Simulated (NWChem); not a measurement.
# C2H4BFO; SMILES B(O)(C=C)F

```xyz
9

B      0.0095    -0.5408    -0.0166
F      0.7979    -1.6111     0.0447
C      0.6696     0.8775    -0.0787
C     -0.0011     2.0273     0.0617
H      1.7556     0.9312    -0.2232
H      0.4889     3.0061     0.0298
H     -1.0860     2.0554     0.2278
O     -1.3188    -0.7797    -0.0190
H     -1.8477     0.0191    -0.1003
```
Atoms are numbered in this order, from 1.

All runs: NWChem. Pople sets run with spherical d functions. Coordinates come from a PBE0/def2-SVP optimisation. Vertical excitations in the gas phase; the lowest state need not have the same character in each row.

Task: Among these, which level gives the highest value of “lowest excitation, singlet (eV)”?
A) LDA (Slater exchange, VWN5)/6-31G*, TDA
B) PBE/6-31G*, TDA
C) B3LYP/6-31G*, TDA
D) BHandHLYP/6-31G*, TDA

Result: D, BHandHLYP/6-31G*, TDA. Values: LDA (Slater exchange, VWN5)/6-31G*, TDA 5.92; PBE/6-31G*, TDA 6.01; B3LYP/6-31G*, TDA 6.59; BHandHLYP/6-31G*, TDA 7.21
